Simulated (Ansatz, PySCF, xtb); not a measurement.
Constitutional and geometric isomers with formula C4H4. Isolated molecules, 0 K electronic values unless said otherwise. Strings in code marks are SMILES.

Quantity: electronic energy of isomers of C4H4 relative to `C#CC=C`, in eV. The restricted reference of `C#CC=C`, `C=C=C=C` and `C1=CC=C1` is unstable towards unrestricted orbitals.

Level 1: frozen-core CCSD(T)/cc-pVTZ // B3LYP-D3(BJ)/def2-TZVP (Ansatz, a program for electronic structure)
Level 2: B3LYP-D3(BJ)/def2-TZVP (PySCF)
Level 3: r2SCAN0/cc-pVTZ // B3LYP-D3(BJ)/def2-TZVP (Ansatz)
Level 4: GFN2-xTB (xtb)

```tsv
species	level 1	level 2	level 3	level 4
`C=C1C=C1`	___	0.97	0.76	0.83
`C=C=C=C`	0.357	___	0.191	0.242
`C1=CC=C1`	1.47	1.70	___	1.22
```

Question: Fill in the missing entries.

Answer: 
- `C=C1C=C1`, level 1: 1.06
- `C=C=C=C`, level 2: 0.155
- `C1=CC=C1`, level 3: 1.58
